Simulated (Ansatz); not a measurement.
Molecule: sum formula SiAsH₄ (charge -1, singlet). It need not be the lowest isomer of its formula. Whether it binds its extra electron was not tested at this geometry. 
Structure (B3LYP-D3(BJ)/def2-TZVP (Ansatz, a first-principles code) minimum search):
SMILES: [SiH2-][AsH2]
```xyz
6

Si    -1.7161    -0.1643     0.1121
As     0.7750     0.0743    -0.0506
H     -1.9046     1.0740    -0.7873
H     -1.7243     0.6839     1.3999
H      0.9514    -0.7636    -1.3285
H      1.1282    -1.1461     0.8165
```
Charge -1, spin multiplicity 1.

Parts of the frozen-core correlation energy in STO-3G (Ansatz, hartree). Frozen orbitals: 19; correlated occupied orbitals by spin: 7 and 7; virtual: 5 and 5. Spin-orbit coupling is left out. No relativistic terms.

```
term                             value
-------------------------  -----------
reference (HF)             -2497.02666
MP2 opposite-spin             -0.06410
MP2 same-spin                 -0.00167
CCSD correlation              -0.09677
(T)                           -0.00047
FCI minus CCSD(T)             -0.00015
T1 diagnostic                    0.009
largest doubles amplitude        0.077
```
